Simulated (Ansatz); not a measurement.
System: CH₄BO, charge 0, multiplicity 2. It need not be the lowest isomer of its formula. SMILES: C[B]O
Structure (B3LYP-D3(BJ)/def2-TZVP (Ansatz, an electronic-structure program) minimum search):
```xyz
7

B      0.5676    -0.0665     0.0187
C     -0.5486    -1.1450     0.1935
O      0.4248     1.2418    -0.2120
H     -1.5633    -0.7317     0.1085
H     -0.4355    -1.9341    -0.5543
H     -0.4571    -1.6329     1.1673
H     -0.4890     1.5675    -0.2804
```
Charge 0, spin multiplicity 2.

Parts of the frozen-core correlation energy in cc-pVDZ (Ansatz, hartree). Frozen orbitals: 3; correlated occupied orbitals by spin: 9 and 8; virtual: 50 and 51. Open shells are spin-unrestricted. No spin-orbit coupling. Non-relativistic.

```csv
term,value
reference (HF),-139.74805
MP2 opposite-spin,___
MP2 same-spin,-0.09760
CCSD correlation,___
(T),___
T1 diagnostic,0.015
largest doubles amplitude,0.031
<S^2> of the reference,0.754
```

**Question.** Fill in the missing entries.

**Answer.** 
- MP2 opposite-spin, value: -0.29784
- CCSD correlation, value: -0.42544
- (T), value: -0.01097
